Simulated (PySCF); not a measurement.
Species: C₅H₉N₃.
Geometry (GFN2-xTB, Å), atoms numbered from 1 in this order:
```
atom  x, y, z in Å
C1    -1.7875   -0.6681    0.7382
C2    -1.0186   -0.5051   -0.5713
N3    -0.0257    0.5304   -0.4715
C4    -0.1852    1.8613   -0.7188
N5     0.9106    2.5081   -0.4718
N6     1.8232    1.6172   -0.0479
C7     1.2723    0.4375   -0.0415
C8     1.9354   -0.8277    0.3473
H9    -1.1124   -0.9373    1.5472
H10   -2.2862    0.2616    1.0030
H11   -2.5350   -1.4497    0.6340
H12   -0.5194   -1.4419   -0.8342
H13   -1.7070   -0.2391   -1.3787
H14   -1.0968    2.2933   -1.0778
H15    1.9557   -1.5242   -0.4911
H16    1.4153   -1.3018    1.1787
H17    2.9542   -0.6024    0.6463
```

NICS is the negative of the GIAO shielding at a point without a nucleus: at the ring centre (0) and 1 Å above and below it (1); zz is the component along the ring normal. Level: GIAO PBE0/pcSseg-1 (PySCF, non-relativistic, gas phase) on the GFN2-xTB geometry, one conformer.

Ring bond lengths (Å), with Mayer bond orders in brackets: N3–C4 1.363 (1.16), C4–N5 1.296 (1.65), N5–N6 1.344 (1.22), N6–C7 1.302 (1.62), C7–N3 1.371 (1.09).

Q: What do the NICS probes read (ppm)?

A: 
| ring | type | NICS(0) | NICS(1), two faces | NICS(1)zz, two faces | rms pucker (Å) | centre to ring atoms, mean (Å) |
| --- | --- | --- | --- | --- | --- | --- |
| N3–C4–N5–N6–C7 | 5-membered ring with 3 N; formal bonds all aromatic | -11.2 | -11.1 / -11.2 | -28.9 / -29.6 | 0.00 | 1.14 |

Q: What can be read from them?

A: 
- N3–C4–N5–N6–C7: mean NICS(1)zz -29.3 ppm, shielded, aromatic by this magnetic criterion (flat ring, no four-coordinate atom).

Q: How equal are the bonds by HOMA? HOMA = 1 − mean of α(R − Ropt)² over the ring bonds, with Krygowski's 1993 parameters (CN: Ropt 1.334 Å, α 93.52 Å⁻²; NN: Ropt 1.309 Å, α 130.33 Å⁻²).

A: 
- N3–C4–N5–N6–C7: HOMA 0.88; the largest term is that of N5–N6, α(R − Ropt)² = 0.16. The geometric and the magnetic index point the same way.

Q: What are the shieldings of the ring atoms and their hydrogens in the same run (means over atoms taken as equivalent)?

A: 
| atoms | environment | σ isotropic (ppm) | principal values of the symmetric part, first atom (ppm) |
| --- | --- | --- | --- |
| N3 | pyrrole-type nitrogen | 65.3 | -37.5, 72.8, 160.7 |
| C4 | aromatic CH next to a ring nitrogen | 40.9 | -49.1, 68.9, 102.8 |
| N5 | pyridine-type nitrogen | -98.1 | -347.9, -129.4, 183.0 |
| N6 | pyridine-type nitrogen | -95.6 | -318.5, -123.0, 154.8 |
| C7 | substituted aromatic carbon | 35.2 | -51.1, 49.5, 107.2 |
| H14 | aromatic hydrogen | 23.97 | 21.3, 23.3, 27.4 |

The run took 25 s of wall time (with the writing of density and orbital grids) on one thread of an Arm Neoverse V2, shared host with 32 logical CPUs at a one-minute load of 9.5, and the process peaked at 0.82 GiB of memory. This is the whole shielding run at PBE0/pcSseg-1, SCF included.
